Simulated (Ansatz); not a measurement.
Cs₃H₄, relaxed as a doublet with UKS r2SCAN-D4/def2-TZVP in Ansatz, starting from the GFN1-xTB geometry. Force threshold 0.02 eV/Å.

In the def2 sets Cs takes a core potential; there is no spin–orbit coupling. The relaxation made no stability test and no search for a lower SCF solution. The structure comes from a short search, and lower isomers may exist.

Start:

```xyz
7

Cs    1.159   -1.532   -2.222
Cs    2.858   -0.332    1.225
Cs   -1.412   -0.300    0.967
H    -3.302    1.726    0.775
H     0.732    0.888   -0.502
H    -3.791    1.141    0.896
H     3.756   -1.590   -1.139
```

```tsv
step	energy (eV)	largest force component (eV/Å)	SCF passes
1	-1708.9198	1.072	18
2	-1709.1739	0.166	22
3	-1709.2936	0.322	23
4	-1709.3546	0.110	23
5	-1709.3890	0.035	22
6	-1709.4066	0.052	23
7	-1709.4214	0.118	19
8	-1709.4310	0.090	19
9	-1709.4332	0.121	23
10	-1709.4360	0.185	22
11	-1709.4493	0.054	18
12	-1709.4544	0.157	18
13	-1709.4566	0.207	18
14	-1709.4588	0.159	19
15	-1709.4607	0.134	20
16	-1709.4613	0.107	21
17	-1709.4616	0.165	19
18	-1709.4622	0.104	21
19	-1709.4629	0.004	20
```

Force components are those of the run's own axes.

End:

```tsv
atom	x (Å)	y (Å)	z (Å)
Cs1	1.515	-1.407	-2.663
Cs2	3.299	-0.277	1.125
Cs3	-0.992	-1.803	2.259
H4	-4.255	2.948	0.230
H5	0.786	-1.323	0.056
H6	-4.166	2.297	0.577
H7	3.813	-0.435	-1.583
```

Bonds lost: Cs3–H4, Cs3–H6 (atoms count from 1). The end holds 2 separate pieces.

No frequencies were taken in this run, so the end may be a saddle point.

Hardware: 4 threads of AMD EPYC 7B13 on a shared host. Wall time 54 s.
